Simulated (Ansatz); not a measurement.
Isolated molecules relaxed with PBE0-D4/def2-TZVP in Ansatz; ΔE leaves out vibrations. CBS: MP2 limit from def2 TZ/QZ plus the TZ coupled-cluster correction, frozen cores. DFT in def2-TZVPP. HSE06 is defined as in plane-wave codes. One conformer a species, not always the lowest.

`CB(F)O[SiH3]` → `B[SiH](F)OC`  (isomerisation)

`CB(F)O[SiH3]`:

```xyz
11

C    -1.943   -0.684    0.224
B    -0.617    0.135    0.260
F    -0.597    1.321    0.890
O     0.530   -0.287   -0.315
Si    2.039    0.396   -0.408
H    -2.739   -0.094   -0.240
H    -2.282   -0.898    1.242
H    -1.842   -1.624   -0.316
H     1.971    1.696   -1.120
H     2.882   -0.555   -1.168
H     2.598    0.594    0.952
```

`B[SiH](F)OC`:

Cartesian coordinates in Å:
```
B 0.606 -2.022 -1.046
Si 0.040 -0.103 -0.847
F -1.283 0.158 -1.719
O -0.257 0.074 0.747
C -0.382 1.299 1.436
H 1.726 -2.338 -1.319
H -0.188 -2.896 -0.863
H 0.986 0.963 -1.279
H -0.054 1.154 2.467
H -1.425 1.627 1.442
H 0.232 2.084 0.980
```

| level | ΔE (eV) |
| --- | --- |
| PBE0-D4 | 2.90 |
| HSE06 | 2.91 |
| CCSD(T)/def2-SVP | 3.28 |
| CCSD(T)/def2-TZVPP | 2.90 |

What does CCSD(T)/CBS give? (Estimate.)

The calculation gave: +2.86 eV. The listed levels differ from it by 0.04, 0.05, 0.42, 0.04 eV.

Largest T1 diagnostic among the species: 0.012.

Leaving LDA and LC-ωPBE aside and taking each functional with its dispersion term where it has one, the values, not all of them listed here, spread over 0.17 eV, from revPBE-D4 to B97M-V. LDA lies +0.20 eV from PBE without D4. At CCSD(T), def2-SVP lies +0.42 eV from the extrapolated value and def2-TZVPP +0.03 eV. From PBE to PBE0 (25 % exact exchange), in def2-TZVPP and without D4, ΔE moves by +0.03 eV.
